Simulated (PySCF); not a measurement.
```xyz
7

S     -0.3475     1.4061    -0.6721
B     -0.1396    -0.2879    -0.0973
S     -1.6110    -1.2861     0.2149
S      1.4314    -1.1178     0.2088
H      0.9421     1.7527    -0.7669
H     -2.5218    -0.3604    -0.1140
H      2.2461    -0.1079    -0.1176
```

Charge 0, multiplicity 1.

### Question
Give the Mulliken and meta-Löwdin atomic charges from PySCF with CAM-B3LYP-D3(BJ)/def2-TZVP.

### Answer

```json
[
 {"atom": "S1", "Mulliken (e)": "-0.17", "meta-Löwdin (e)": "-0.05"},
 {"atom": "B2", "Mulliken (e)": "0.12", "meta-Löwdin (e)": "-0.16"},
 {"atom": "S3", "Mulliken (e)": "-0.18", "meta-Löwdin (e)": "-0.04"},
 {"atom": "S4", "Mulliken (e)": "-0.16", "meta-Löwdin (e)": "-0.04"},
 {"atom": "H5", "Mulliken (e)": "0.13", "meta-Löwdin (e)": "0.09"},
 {"atom": "H6", "Mulliken (e)": "0.14", "meta-Löwdin (e)": "0.10"},
 {"atom": "H7", "Mulliken (e)": "0.13", "meta-Löwdin (e)": "0.09"}
]
```
